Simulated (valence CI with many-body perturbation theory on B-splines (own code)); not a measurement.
## Forbidden lines of Bi³²⁺

Method: valence CI with perturbative core correlation (CI+MBPT): five valence electrons over a frozen Dirac-Fock core [Kr] 4d10, radial functions for each j: 7 s, 7 p, 7 d, 7 f, 4 g, 2 h, with the one-electron correlation potential Σ1 (screened to all orders), the two-electron term Σ2, the three-electron term Σ3, Breit, model QED; selected single and double excitations, second order for the rest, scaled by the run's own slope (own B-spline code, finite nucleus).

The last digits are not significant, and no measured levels were compared; by estimate large intervals hold to a few tenths of a per cent, small ones and those within an open d or f shell to about a per cent. Core correlation moves these levels by up to 6600 cm⁻¹, and in measured spectra 5 to 20 % of such shifts remained as error; rates that hang on mixing are uncertain with them. Among the levels kept, up to 710 cm⁻¹ of a level comes from second order outside the variational space, and about a tenth of that is noise between levels of different J, which matters for small intervals. Only levels of the ground parity were solved; by the run's estimate the other parity begins above the list, which can be wrong where configurations are misplaced.

Lines 1 to 50 of 120 in falling wavelength, among levels below 21.736 eV, chosen from the decays that carry over 1 % of a level's rate. Wavelengths and rates use the calculated energies. Electric multipoles are in the length gauge, E1 and E2 with the static RPA response of the core. Weak lines are less certain than strong ones. Lines between different terms over intervals too small for the method are left out, as are lines whose strength nearly cancels. Where a level lies close to another of its J and parity, the split of strength between their lines is uncertain. Branching is blank where the lifetime is uncertain.

Levels are named by their leading jj configuration (3d3/2^4 stands for four electrons in 3d with j = 3/2), which in mixed levels can hold well under half, so a name can repeat and another be missing. Letters in brackets count levels of one name in rising energy.

| λ vac (Å) | Upper | Lower | Type | A (s⁻¹) | Branch % |
| --- | --- | --- | --- | --- | --- |
| 46090 | (4f5/2^4 4f7/2) J=15/2 | (4f5/2^4 4f7/2) J=11/2 [a] | E2 | 5.16e-10 |  |
| 19560 | (4f5/2^3 4f7/2^2) J=21/2 | (4f5/2^3 4f7/2^2) J=19/2 | M1 | 1.82e+00 | 100.0 |
| 19040 | (4f5/2^4 4f7/2) J=13/2 | (4f5/2^4 4f7/2) J=15/2 | M1 | 2.46e+00 | 12.9 |
| 18860 | (4f5/2^4 4f7/2) J=1/2 | (4f5/2^4 4f7/2) J=3/2 [a] | M1 | 1.38e+01 | 99.2 |
| 13480 | (4f5/2^4 4f7/2) J=13/2 | (4f5/2^4 4f7/2) J=11/2 [a] | M1 | 1.66e+01 | 87.1 |
| 12320 | (4f5/2^3 4f7/2^2) J=17/2 [b] | (4f5/2^3 4f7/2^2) J=19/2 | M1 | 9.33e-01 | 2.8 |
| 9796 | (4f5/2^3 4f7/2^2) J=17/2 [b] | (4f5/2^3 4f7/2^2) J=15/2 [b] | M1 | 1.46e+01 | 43.5 |
| 7467 | (4f5/2^4 4f7/2) J=11/2 [a] | (4f5/2^3 4f7/2^2) J=9/2 [a] | M1 | 1.48e+02 | 100.0 |
| 7188 | (4f5/2^4 4f7/2) J=11/2 [b] | (4f5/2^4 4f7/2) J=9/2 | M1 | 5.36e+01 | 6.3 |
| 7030 | (4f5/2^3 4f7/2^2) J=9/2 [c] | (4f5/2^3 4f7/2^2) J=7/2 [b] | M1 | 7.00e+01 | 4.3 |
| 6567 | (4f5/2^3 4f7/2^2) J=3/2 [b] | (4f5/2^3 4f7/2^2) J=5/2 [b] | M1 | 6.36e+01 | 5.8 |
| 6505 | (4f5/2^3 4f7/2^2) J=7/2 [a] | (4f5/2^3 4f7/2^2) J=9/2 [a] | M1 | 1.91e+01 | 1.6 |
| 6101 | (4f5/2^3 4f7/2^2) J=19/2 | (4f5/2^3 4f7/2^2) J=17/2 [a] | M1 | 1.04e+02 | 100.0 |
| 5983 | (4f5/2^4 4f7/2) J=9/2 | (4f5/2^3 4f7/2^2) J=7/2 [a] | M1 | 1.72e+02 | 49.0 |
| 5957 | (4f5/2^3 4f7/2^2) J=3/2 [b] | (4f5/2^3 4f7/2^2) J=3/2 [a] | M1 | 1.10e+01 | 1.0 |
| 5949 | (4f5/2^3 4f7/2^2) J=17/2 [a] | (4f5/2^3 4f7/2^2) J=15/2 [a] | M1 | 6.15e+01 | 3.1 |
| 5349 | (4f5/2^4 4f7/2) J=9/2 | (4f5/2^4 4f7/2) J=11/2 [a] | M1 | 1.45e+01 | 4.1 |
| 4525 | (4f5/2^3 4f7/2^2) J=9/2 [a] | (4f5/2^4 4f7/2) J=7/2 | M1 | 7.72e+02 | 100.0 |
| 4162 | (4f5/2^3 4f7/2^2) J=5/2 [a] | (4f5/2^3 4f7/2^2) J=7/2 [a] | M1 | 2.06e+02 | 3.2 |
| 4080 | (4f5/2^3 4f7/2^2) J=17/2 [b] | (4f5/2^3 4f7/2^2) J=17/2 [a] | M1 | 8.50e+00 | 25.3 |
| 3982 | (4f5/2^3 4f7/2^2) J=9/2 [c] | (4f5/2^3 4f7/2^2) J=11/2 [a] | M1 | 2.05e+01 | 1.3 |
| 3970 | (4f5/2^4 4f7/2) J=11/2 [b] | (4f5/2^4 4f7/2) J=13/2 | M1 | 2.11e+01 | 2.5 |
| 3966 | (4f5/2^3 4f7/2^2) J=7/2 [b] | (4f5/2^3 4f7/2^2) J=5/2 [a] | M1 | 4.23e+02 | 10.3 |
| 3964 | (4f5/2^3 4f7/2^2) J=7/2 [a] | (4f5/2^4 4f7/2) J=5/2 | M1 | 7.00e+02 | 60.1 |
| 3854 | (4f5/2^3 4f7/2^2) J=15/2 [b] | (4f5/2^3 4f7/2^2) J=13/2 [a] | M1 | 3.79e+02 | 26.7 |
| 3687 | (4f5/2^3 4f7/2^2) J=15/2 [a] | (4f5/2^4 4f7/2) J=13/2 | M1 | 2.42e+02 | 14.5 |
| 3582 | (4f5/2^3 4f7/2^2) J=3/2 [b] | (4f5/2^3 4f7/2^2) J=5/2 [a] | M1 | 1.02e+02 | 9.3 |
| 3388 | (4f5/2^3 4f7/2^2) J=9/2 [c] | (4f5/2^3 4f7/2^2) J=9/2 [b] | M1 | 1.41e+02 | 8.7 |
| 3272 | (4f5/2^3 4f7/2^2) J=11/2 [b] | (4f5/2^3 4f7/2^2) J=11/2 [a] | M1 | 3.22e+02 | 21.5 |
| 3214 | (4f5/2^3 4f7/2^2) J=15/2 [b] | (4f5/2^3 4f7/2^2) J=15/2 [a] | M1 | 9.14e+01 | 6.4 |
| 3182 | (4f5/2^3 4f7/2^2) J=9/2 [d] | (4f5/2^3 4f7/2^2) J=9/2 [b] | M1 | 3.04e+02 | 7.9 |
| 3116 | (4f5/2^4 4f7/2) J=9/2 | (4f5/2^3 4f7/2^2) J=9/2 [a] | M1 | 2.17e+01 | 6.2 |
| 3097 | (4f5/2^3 4f7/2^2) J=13/2 [a] | (4f5/2^4 4f7/2) J=13/2 | M1 | 1.08e+03 | 54.1 |
| 3089 | (4f5/2^3 4f7/2^2) J=15/2 [a] | (4f5/2^4 4f7/2) J=15/2 | M1 | 1.43e+03 | 85.5 |
| 3074 | (4f5/2^3 4f7/2^2) J=7/2 [b] | (4f5/2^4 4f7/2) J=9/2 | M1 | 1.76e+02 | 4.3 |
| 3068 | (4f5/2^4 4f7/2) J=7/2 | (4f5/2^5) J=5/2 | M1 | 1.94e+03 | 100.0 |
| 3067 | (4f5/2^4 4f7/2) J=11/2 [b] | (4f5/2^4 4f7/2) J=11/2 [a] | M1 | 7.80e+01 | 9.2 |
| 3045 | (4f5/2^3 4f7/2^2) J=9/2 [c] | (4f5/2^4 4f7/2) J=11/2 [b] | M1 | 5.15e+01 | 3.2 |
| 2957 | (4f5/2^3 4f7/2^2) J=13/2 [b] | (4f5/2^3 4f7/2^2) J=11/2 [a] | M1 | 5.20e+02 | 36.2 |
| 2945 | (4f5/2^3 4f7/2^2) J=9/2 [b] | (4f5/2^3 4f7/2^2) J=7/2 [a] | M1 | 1.03e+02 | 1.9 |
| 2903 | (4f5/2^3 4f7/2^2) J=13/2 [b] | (4f5/2^3 4f7/2^2) J=13/2 [a] | M1 | 1.38e+02 | 9.6 |
| 2878 | (4f5/2^3 4f7/2^2) J=9/2 [d] | (4f5/2^4 4f7/2) J=11/2 [b] | M1 | 1.82e+02 | 4.7 |
| 2816 | (4f5/2^3 4f7/2^2) J=5/2 [c] | (4f5/2^3 4f7/2^2) J=5/2 [b] | M1 | 1.75e+02 | 3.3 |
| 2724 | (4f5/2^3 4f7/2^2) J=5/2 [b] | (4f5/2^3 4f7/2^2) J=7/2 [a] | M1 | 2.58e+02 | 5.3 |
| 2698 | (4f5/2^3 4f7/2^2) J=5/2 [c] | (4f5/2^3 4f7/2^2) J=3/2 [a] | M1 | 9.24e+02 | 17.3 |
| 2669 | (4f5/2^3 4f7/2^2) J=7/2 [a] | (4f5/2^4 4f7/2) J=7/2 | M1 | 3.62e+02 | 31.1 |
| 2612 | (4f5/2^3 4f7/2^2) J=11/2 [b] | (4f5/2^4 4f7/2) J=11/2 [b] | M1 | 6.22e+01 | 4.1 |
| 2518 | (4f5/2^3 4f7/2^2) J=13/2 [a] | (4f5/2^4 4f7/2) J=11/2 [a] | M1 | 9.04e+02 | 45.2 |
| 2479 | (4f5/2^3 4f7/2^2) J=11/2 [a] | (4f5/2^4 4f7/2) J=11/2 [a] | M1 | 9.84e+02 | 37.2 |
| 2442 | (4f5/2^3 4f7/2^2) J=5/2 [d] | (4f5/2^3 4f7/2^2) J=5/2 [b] | M1 | 2.48e+02 | 8.1 |
